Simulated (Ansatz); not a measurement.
Total energies of CH4F3MoNO (`C[N]=[Mo]([OH])([F])([F])[F]`).

```xyz
11

C    -0.536   -1.400    1.161
N    -0.074   -0.409    0.264
Mo    0.558    0.655   -0.868
O    -0.313    2.281   -0.596
F     1.827   -0.289   -1.865
F     2.055    1.331    0.021
F    -0.540    0.339   -2.345
H    -1.164   -0.943    1.930
H     0.316   -1.890    1.641
H    -1.121   -2.147    0.618
H    -1.008    2.470    0.039
```

Charge 0, multiplicity 1. Correlated methods include outer-core shells of Mo, which these sets cover unevenly. Mo: def2 effective core potential. The structure was optimised at the PBE0-D4/def2-TZVP level. It is one conformer, not always the lowest. Basis def2-TZVPP, Ansatz 0.2.0.

RPA on PBE orbitals: Hartree–Fock energy of these orbitals -535.53469 Eh, correlation -2.89663 Eh (frozen core).

| functional | energy without D4 (Eh) | D4 term (kJ/mol) |
| --- | --- | --- |
| LDA (SPW92) | -535.30441 | – |
| PBE | -538.21286 | -24.3 |
| r2SCAN | -538.48162 | -6.2 |
| B97M-V | -538.50851 | – |
| PBE0 | -538.13603 | -20.6 |
| r2SCANh | -538.41844 | -6.5 |
| r2SCAN0 | -538.32692 | -7.2 |
| HSE06 (plane-wave form) | -538.11542 | -19.2 |
| BHLYP | -538.26975 | -30.0 |
| CAM-B3LYP | -538.44448 | -20.9 |
| LC-ωPBE | -538.36474 | – |
| ωB97X-V | -538.41898 | – |
| B2PLYP | -538.27316 | – |
| PBE-QIDH | -538.01390 | – |

Task: Give the same for revPBE, BLYP, B3LYP, ωB97M-V. (Best estimate.)

Result: The calculation gave: 
| functional | energy without D4 (Eh) | D4 term (kJ/mol) |
| --- | --- | --- |
| revPBE | -538.55557 | -72.1 |
| BLYP | -538.57602 | -52.8 |
| B3LYP | -538.65875 | -38.9 |
| ωB97M-V | -538.38992 | – |

B3LYP takes the VWN-RPA correlation (the form of Gaussian; ORCA's B3LYP/G). HSE06 is the plane-wave form, built on full-range PBE exchange. The double hybrids freeze the cores in their second-order part.

LC-ωPBE has ω = 0.4 bohr⁻¹.
